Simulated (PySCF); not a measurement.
# UHF on Os⁻ (osmium, charge -1)

Configuration: [Xe] 4f14 5d7 6s2, high-spin 4F determinant. Calculation: PySCF 2.14, in aug-cc-pVQZ-PP with ECP60MDF (7s7p6d4f3g2h, 135 functions); scalar relativity through the core potential.

```json
{
  "Total energy": "-90.048663 hartree",
  "One-electron energy": "-159.6843 hartree",
  "Hartree (Coulomb) energy": "78.5293 hartree",
  "Exchange energy": "-8.8936 hartree",
  "⟨S²⟩": "3.9676",
  "⟨L²⟩": "12.057",
  "Sum of ⟨r⟩": "31.52 bohr",
  "Sum of ⟨r²⟩": "94.48 bohr²",
  "Time after the integrals": "about 12 core-seconds"
}
```

| shell | electrons | mean orbital energy (eV) | spread (eV) | rms radius, mean of both spins (bohr) |
| --- | --- | --- | --- | --- |
| 5s α | 1 | -101.06 | 0 | 1.10 |
| 5s β | 1 | -97.336 | 0 | 1.10 |
| 5p α | 3 | -56.831 | 0 | 1.27 |
| 5p β | 3 | -51.497 | 0 | 1.27 |
| 5d α | 5 | -4.905 | 0.983 | 2.10 |
| 6s α | 1 | -2.545 | 0 | 5.08 |
| 5d β | 2 | -2.396 | 0 | 2.10 |
| 6s β | 1 | -0.219 | 0 | 5.08 |

Energies and moments cover only the electrons outside the core potential. Spin-orbit coupling, absent here, splits the open shell strongly. ⟨S²⟩ = 3.97 against 3.75 shows spin contamination. The outer electron is barely bound at this level, so radii and moments hang on the diffuse functions.
